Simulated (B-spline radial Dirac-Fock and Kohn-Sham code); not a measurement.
Photoionisation of chlorine ions at Al Kα (taken as 1486.9 eV)

These are calculated numbers from a B-spline atomic structure program; the model is a relativistic central-field model (Hartree-Slater potential of the initial state, Latter tail, multipole expansion of the photon field, Dirac-Fock thresholds). Cross sections in kb; a dash marks an empty subshell or a threshold above the photon energy.

| ion | configuration | total | 2s | 2p1/2 | 2p3/2 | 3s | 3p1/2 |
| --- | --- | --- | --- | --- | --- | --- | --- |
| Cl⁴⁺ | [Ne] 3s2 3p1 | 59.79 | 24.0 | 10.8 | 21.0 | 3.37 | 0.217 |
| Cl¹⁰⁺ | [He] 2s2 2p3 | 49.46 | 29.0 | 6.94 | 13.6 | – | – |
| Cl¹¹⁺ | [He] 2s2 2p2 | 45.76 | 30.7 | 5.08 | 9.96 | – | – |
